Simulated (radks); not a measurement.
Question: The mean radii <r> (bohr) of the occupied orbitals of an atom or ion are listed with their occupations. All-electron calculation, Dirac Kohn-Sham, PW91, spin-unpolarised, spherical densities, point nucleus. Program: a radial shooting solver on a logarithmic mesh with Libxc functionals.

orbital  occ.      <r>
1s1/2       2  0.04860
2s1/2       2   0.2176
2p1/2       2   0.1883
2p3/2       4   0.1918
3s1/2       2   0.6518
3p1/2       2   0.6714
3p3/2       4   0.6821
3d3/2       4   0.7840
3d5/2       6   0.7893

Name the element and its charge. Open shells, if any, are shared by 2j + 1.

Answer: Z = 31, gallium, charge +3: Ga3+ in [Ar] 3d10. The 1s radius gives Z: for a bare nucleus <r> = (2 gamma + 1)/(2Z) with gamma = sqrt(1 - (Z/c)^2), 0.04755 bohr for Z = 31, and screening makes it slightly larger (0.04860 here). The occupations add up to 28, and the charge is Z minus that.
